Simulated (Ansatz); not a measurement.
Born–Oppenheimer molecular dynamics of C2H7AlOSi (12 atoms, charge 0, multiplicity 1). It starts from a relaxed structure.

Computed with UKS BLYP/STO-3G in Ansatz 0.2.0.

```json
{
 "ensemble": "NVE (velocity Verlet)",
 "time step": "1 fs",
 "steps asked": "250",
 "starting velocities drawn for": "400 K",
 "seed": "780797"
}
```

First frame:

```xyz
12
Properties=species:S:1:pos:R:3
O 0.181 2.028 0.470
C 0.232 0.539 0.561
C -1.180 -0.218 0.274
Al -0.434 -1.663 -0.790
Si 1.395 -0.282 -0.783
H -0.505 2.255 1.228
H 0.572 0.223 1.588
H -1.756 -0.410 1.203
H -1.807 0.452 -0.356
H -0.950 -3.025 -1.220
H 1.612 0.639 -1.897
H 2.718 -0.594 -0.243
```

(1) How far do the bonds stretch over the last three quarters of this one trajectory? (Pairs bonded in most of those frames.)

Answers

(1) 
```tsv
bond	mean (Å)	spread (Å)	shortest	longest
O1–C2	1.494	0.022	1.46	1.54
O1–H6	1.049	0.003	1.04	1.06
C2–C3	1.631	0.029	1.58	1.69
C2–Si5	1.962	0.019	1.93	2.02
C2–H7	1.134	0.049	1.06	1.21
C3–Al4	1.944	0.040	1.87	2.03
C3–H8	1.114	0.033	1.06	1.17
C3–H9	1.115	0.022	1.07	1.16
Al4–Si5	2.295	0.041	2.22	2.36
Al4–H10	1.519	0.019	1.49	1.55
Si5–H11	1.467	0.033	1.41	1.53
Si5–H12	1.466	0.036	1.41	1.52
```

Mean temperature of the second half: 200 K. The conserved energy stayed within 1.4 meV per atom of its start (net change 0.66 meV per atom), so the integration is sound. The temperature averaged 0.50 of the 400 K drawn at the start: a run that starts near a minimum puts about half its kinetic energy into the potential. A run of 0.25 ps of so small a system gives no equilibrium averages. Limits of this set-up: minimal basis.

Time of the run: 14 min on 1 thread of Arm Neoverse V2, on a shared host, peak memory 0.12 GiB.
